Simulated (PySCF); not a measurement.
**Tellurium: a sound run and one with changed settings**

Sound run: Te [Kr] 4d10 5s2 5p4, Te⁺ [Kr] 4d10 5s2 5p3. All numbers are calculated (PySCF 2.14, scalar relativity by spin-free X2C-1e, in x2c-TZVPall). In the sound run the correlated levels freeze [Kr] 4d10. The sound run starts from symmetry-adapted Hartree-Fock orbitals and uses a fine grid where one is needed.

A second run was set up differently.

| species | method | sound run (hartree) | changed run (hartree) | converged |
| --- | --- | --- | --- | --- |
| Te | MP2 | -6790.93496 | -6790.89116 | yes |
| Te⁺ | MP2 | -6790.62860 | -6790.58238 | yes |

Ionisation energy of Te:

```tsv
method	sound run (eV)	changed run (eV)
UHF	7.751	7.751
MP2	8.336	8.402
SCS-MP2	8.388	8.530
```

Q: What was changed?
A. minimal basis
B. too few SCF iterations
C. a valence shell is frozen
D. basis contracted for another Hamiltonian

A: C. Freezing a valence shell removes pair correlation that changes on ionisation.
